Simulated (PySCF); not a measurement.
# Charge on either side of a bond

Si(eta1-allyl)4, C12H20Si.
Cartesian coordinates in Å at the PBE0-D3(BJ)/def2-SVP level; atoms count from 1:
```
atom  x, y, z in Å
Si1   -0.1726    0.1773   -0.1761
C2    -0.1209    0.2062    1.7218
C3     0.4722   -1.0093    2.3483
C4     1.6212   -1.0612    3.0286
H5    -1.1703    0.3320    2.0472
H6     0.4231    1.1137    2.0337
H7    -0.0894   -1.9434    2.2131
H8     2.2257   -0.1640    3.1989
H9     1.9974   -2.0014    3.4393
C10    1.5705    0.2162   -0.9228
C11    2.3517   -1.0312   -0.6850
C12    2.5755   -1.9922   -1.5866
H13    2.0804    1.0979   -0.4969
H14    1.4516    0.4063   -2.0038
H15    2.7305   -1.1722    0.3342
H16    2.2122   -1.9080   -2.6165
H17    3.1347   -2.8950   -1.3284
C18   -1.1152    1.7130   -0.7699
C19   -0.5312    2.9762   -0.2358
C20    0.2771    3.8077   -0.9007
H21   -2.1655    1.5903   -0.4533
H22   -1.1026    1.7036   -1.8733
H23   -0.7675    3.2101    0.8106
H24    0.5471    3.6293   -1.9470
H25    0.6911    4.7003   -0.4254
C26   -1.0823   -1.3728   -0.7829
C27   -2.4040   -1.5423   -0.1164
C28   -3.5927   -1.2051   -0.6268
H29   -0.4196   -2.2348   -0.5970
H30   -1.1929   -1.2801   -1.8769
H31   -2.3780   -1.9474    0.9040
H32   -3.6868   -0.7985   -1.6394
H33   -4.5148   -1.3332   -0.0545
```

Atomic charges (e) from the PBE0/pcSseg-1 density (PySCF):

```json
{"atom": "Si1", "Mulliken": "+1.0013", "IAO": "+1.1027", "Hirshfeld": "+0.4039", "ESP-fitted": "+0.6574"}
{"atom": "C2", "Mulliken": "-0.4875", "IAO": "-0.5439", "Hirshfeld": "-0.1589", "ESP-fitted": "-0.2130"}
{"atom": "C3", "Mulliken": "-0.2514", "IAO": "-0.1163", "Hirshfeld": "-0.0335", "ESP-fitted": "-0.0865"}
{"atom": "C4", "Mulliken": "-0.1771", "IAO": "-0.3352", "Hirshfeld": "-0.1103", "ESP-fitted": "-0.5434"}
{"atom": "H5", "Mulliken": "+0.1596", "IAO": "+0.1537", "Hirshfeld": "+0.0421", "ESP-fitted": "+0.0771"}
{"atom": "H6", "Mulliken": "+0.1476", "IAO": "+0.1465", "Hirshfeld": "+0.0415", "ESP-fitted": "+0.0966"}
{"atom": "H7", "Mulliken": "+0.1171", "IAO": "+0.1346", "Hirshfeld": "+0.0427", "ESP-fitted": "+0.1345"}
{"atom": "H8", "Mulliken": "+0.1112", "IAO": "+0.1377", "Hirshfeld": "+0.0422", "ESP-fitted": "+0.2087"}
{"atom": "H9", "Mulliken": "+0.1193", "IAO": "+0.1472", "Hirshfeld": "+0.0443", "ESP-fitted": "+0.2013"}
{"atom": "C10", "Mulliken": "-0.4672", "IAO": "-0.5413", "Hirshfeld": "-0.1581", "ESP-fitted": "-0.2570"}
{"atom": "C11", "Mulliken": "-0.2460", "IAO": "-0.1186", "Hirshfeld": "-0.0379", "ESP-fitted": "-0.0915"}
{"atom": "C12", "Mulliken": "-0.1803", "IAO": "-0.3406", "Hirshfeld": "-0.1164", "ESP-fitted": "-0.5412"}
{"atom": "H13", "Mulliken": "+0.1640", "IAO": "+0.1572", "Hirshfeld": "+0.0400", "ESP-fitted": "+0.0929"}
{"atom": "H14", "Mulliken": "+0.1415", "IAO": "+0.1438", "Hirshfeld": "+0.0416", "ESP-fitted": "+0.1140"}
{"atom": "H15", "Mulliken": "+0.1305", "IAO": "+0.1452", "Hirshfeld": "+0.0351", "ESP-fitted": "+0.1528"}
{"atom": "H16", "Mulliken": "+0.1057", "IAO": "+0.1344", "Hirshfeld": "+0.0389", "ESP-fitted": "+0.2001"}
{"atom": "H17", "Mulliken": "+0.1171", "IAO": "+0.1459", "Hirshfeld": "+0.0420", "ESP-fitted": "+0.1989"}
{"atom": "C18", "Mulliken": "-0.4750", "IAO": "-0.5417", "Hirshfeld": "-0.1584", "ESP-fitted": "-0.6184"}
{"atom": "C19", "Mulliken": "-0.2592", "IAO": "-0.1209", "Hirshfeld": "-0.0356", "ESP-fitted": "+0.0728"}
{"atom": "C20", "Mulliken": "-0.1764", "IAO": "-0.3381", "Hirshfeld": "-0.1144", "ESP-fitted": "-0.5507"}
{"atom": "H21", "Mulliken": "+0.1661", "IAO": "+0.1565", "Hirshfeld": "+0.0391", "ESP-fitted": "+0.1912"}
{"atom": "H22", "Mulliken": "+0.1429", "IAO": "+0.1451", "Hirshfeld": "+0.0426", "ESP-fitted": "+0.1889"}
{"atom": "H23", "Mulliken": "+0.1152", "IAO": "+0.1380", "Hirshfeld": "+0.0440", "ESP-fitted": "+0.0969"}
{"atom": "H24", "Mulliken": "+0.1104", "IAO": "+0.1372", "Hirshfeld": "+0.0411", "ESP-fitted": "+0.2033"}
{"atom": "H25", "Mulliken": "+0.1195", "IAO": "+0.1469", "Hirshfeld": "+0.0430", "ESP-fitted": "+0.1930"}
{"atom": "C26", "Mulliken": "-0.4752", "IAO": "-0.5441", "Hirshfeld": "-0.1595", "ESP-fitted": "-0.4688"}
{"atom": "C27", "Mulliken": "-0.2619", "IAO": "-0.1193", "Hirshfeld": "-0.0356", "ESP-fitted": "+0.0193"}
{"atom": "C28", "Mulliken": "-0.1749", "IAO": "-0.3392", "Hirshfeld": "-0.1143", "ESP-fitted": "-0.5629"}
{"atom": "H29", "Mulliken": "+0.1701", "IAO": "+0.1594", "Hirshfeld": "+0.0383", "ESP-fitted": "+0.1469"}
{"atom": "H30", "Mulliken": "+0.1455", "IAO": "+0.1473", "Hirshfeld": "+0.0436", "ESP-fitted": "+0.1605"}
{"atom": "H31", "Mulliken": "+0.1184", "IAO": "+0.1356", "Hirshfeld": "+0.0428", "ESP-fitted": "+0.1145"}
{"atom": "H32", "Mulliken": "+0.1103", "IAO": "+0.1373", "Hirshfeld": "+0.0413", "ESP-fitted": "+0.2119"}
{"atom": "H33", "Mulliken": "+0.1189", "IAO": "+0.1470", "Hirshfeld": "+0.0431", "ESP-fitted": "+0.1996"}
```

Problem. Cut each of the bonds C2–Si1, C3–C2 and C4–C3 in turn and sum the charges on the side of the atom named first.

Solution. In e; the other side holds the opposite charge:

```tsv
bond cut	piece	atoms	Mulliken	IAO	Hirshfeld	ESP-fitted
C2–Si1	C3H5	8	-0.261	-0.276	-0.090	-0.125
C3–C2	C2H3	5	-0.081	-0.032	-0.015	-0.085
C4–C3	CH2	3	+0.053	-0.050	-0.024	-0.133
```

Extremes among these pieces. Mulliken: lowest C3H5 at C2, highest CH2 at C4; IAO: lowest C3H5 at C2, highest C2H3 at C3; Hirshfeld: lowest C3H5 at C2, highest C2H3 at C3; ESP-fitted: lowest CH2 at C4, highest C2H3 at C3.

Problem. Do the schemes agree better on the pieces than on the single atoms at the cuts?

Solution. The spread between schemes averages 0.148 e for the pieces and 0.345 e for the atoms named first; it is smaller for the piece at 3 of the 3 cuts. On average they agree better on the pieces. The sign differs between schemes (beyond ±0.03 e) for CH2 at C4.

One conformer (not necessarily the lowest) at the PBE0-D3(BJ)/def2-SVP geometry, without solvent, vibrations or thermal averaging.

The run behind these numbers computed NMR shieldings as well. Hardware: 2 threads, AMD EPYC 9R45 (x86_64), no GPU, shared host with 96 logical CPUs at a one-minute load of 67. Cost: 80 s wall, 3.2 min CPU (grids of density and orbitals included), 2.5 GiB resident at most.
